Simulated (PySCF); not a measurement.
A PySCF script (with the pyscf-properties extension) for the NMR shieldings of SMILES [H]/N=C\[C@@H]1CCN([SiH3])C1, C$_{5}$H$_{12}$N$_{2}$Si, on a GFN2-xTB geometry:

```python
import basis_set_exchange as bse
import numpy as np
from pyscf import gto, dft
from pyscf.prop import nmr

atoms = """
N    -2.890261    1.738155    1.047960
C    -1.895353    0.979370    0.996233
C    -1.139054    0.509788   -0.211464
C    -1.101327   -1.030828   -0.261656
C     0.298520   -1.367005    0.250505
N     1.106671   -0.299263   -0.279840
Si    2.802351   -0.361677   -0.510363
C     0.350624    0.919014   -0.117532
H    -3.219335    2.077115    0.143182
H    -1.525898    0.604265    1.947988
H    -1.602420    0.921011   -1.112973
H    -1.209785   -1.370479   -1.291380
H    -1.888795   -1.481764    0.341246
H     0.307962   -1.371380    1.351430
H     0.662736   -2.331609   -0.100951
H     3.608582   -0.164253    0.707691
H     3.060204   -1.698098   -1.044099
H     3.095989    0.714491   -1.456086
H     0.631149    1.636025   -0.890381
H     0.542292    1.387801    0.860184
"""
names = dict.fromkeys(["N", "C", "Si", "H"], "pcSseg-1")
basis = {el: gto.basis.parse(bse.get_basis(n, elements=[el], fmt="nwchem")) for el, n in names.items()}
mol = gto.M(atom=atoms, basis=basis, charge=0, verbose=0)
mf = dft.RKS(mol, xc="PBE0")
mf.grids.level = 2
mf.grids.alignment = dft.numint.BLKSIZE   # the property module wants whole blocks of grid points
mf.conv_tol = 1e-9
mf.kernel()

calc = nmr.RKS(mf)   # GIAO
C = mf.mo_coeff
Co = C[:, mf.mo_occ > 0]
resp = mf.gen_response(singlet=True, hermi=2)
def vind(x):   # induced exchange potential for any number of trial vectors
    d = np.einsum("pi,xij,qj->xpq", C, 2 * x.reshape(-1, C.shape[1], Co.shape[1]), Co, optimize=True)
    return np.einsum("xpq,pi,qj->xij", resp(d - d.transpose(0, 2, 1)), C, Co, optimize=True).ravel()
mo1, _ = nmr.rhf.solve_mo1(calc, with_cphf=vind)
sigma = calc.kernel(mo1)
for i, s in enumerate(sigma):   # ppm
    print("%2d %-2s %9.2f" % (i, mol.atom_pure_symbol(i), np.trace(s) / 3))
```

Q: Give the expected output.

A: 
```
 0 N     -82.58
 1 C       8.48
 2 C     132.84
 3 C     151.60
 4 C     133.77
 5 N     230.10
 6 Si    407.58
 7 C     132.61
 8 H      21.45
 9 H      24.07
10 H      29.34
11 H      29.68
12 H      30.07
13 H      28.80
14 H      28.57
15 H      26.98
16 H      27.08
17 H      27.09
18 H      28.23
19 H      28.89
```

These numbers come from an equivalent density-fitted implementation of the same equations, which agrees with the script to about 0.01 ppm for H and up to a few tenths of a ppm for heavy atoms, so last digits may differ.

Q: Turn these shieldings into chemical shifts. References, each an isolated molecule treated in the same way: NH3 for $^{15}$N (σref 267.73); $^{13}$C (σref 186.93) and $^{29}$Si (σref 349.16) and $^{1}$H (σref 31.72) against TMS.

A: Averaging equivalent atoms: N 0: 350.3; N 5: 37.6; C 1: 178.4; C 7: 54.3; C 2: 54.1; C 4: 53.2; C 3: 35.3; Si 6: -58.4; H 8: 10.27; H 9: 7.65; H 15/16/17: 4.66; H 18: 3.48; H 14: 3.15; H 13: 2.92; H 19: 2.83; H 10: 2.38; H 11: 2.04; H 12: 1.65 ppm. Experimental scales use liquid or dissolved standards, which lie at an offset from isolated NH3 (liquid NH3: subtract about 20 ppm). Unscaled 15N shifts of sp2 nitrogen come out 20 to 40 ppm too high even then.

Size and cost of the density-fitted run: 203 basis functions, 75 s wall time on 1 thread of an Arm Neoverse V1, shared host; peak memory 0.92 GiB.
